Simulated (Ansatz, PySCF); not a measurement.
Spin states of CrO2 (SMILES [O]=[Cr]=[O]), each relaxed with B3LYP-D3(BJ)/def2-TZVP.
State 1 (charge 0, multiplicity 3):
```xyz
3

Cr     0.24666    -0.20411     0.24561
O      0.97414     0.29878    -1.08367
O     -1.25397    -0.04720     0.76775
```
State 2 (charge 0, multiplicity 1):
```xyz
3

Cr     0.2709    -0.2248     0.2709
O      0.9322     0.3045    -1.0715
O     -1.2363    -0.0323     0.7304
```

Singlets are restricted, other states unrestricted; no spin–orbit coupling, no relativity up to Kr; see below for the cores. The largest T1 diagnostic is 0.075.

Correlated levels freeze the inner cores; with def2 sets outer-core shells near the valence are correlated too.

Codes used: Ansatz (a quantum-chemistry and plane-wave program); PySCF for the dispersion terms. Values without a source in brackets are computed.

Problem. One of these levels gives 1.219 eV for the energy of the multiplicity-1 state less that of the multiplicity-3 state. Name it.
A. SVWN5/def2-TZVPP
B. BLYP-D4/def2-TZVPP
C. B2PLYP-D3(BJ)/def2-TZVPP
D. r2SCANh/def2-TZVPP

Solution. D, r2SCANh/def2-TZVPP. The others give 0.998 (SVWN5/def2-TZVPP), 0.914 (BLYP-D4/def2-TZVPP), 0.810 (B2PLYP-D3(BJ)/def2-TZVPP)

Doubts at one or more of the structures used: a spin-contaminated determinant (B2PLYP-D3(BJ)/def2-TZVPP); a restricted determinant that unrestricted orbitals would lower (B2PLYP-D3(BJ)/def2-TZVPP).
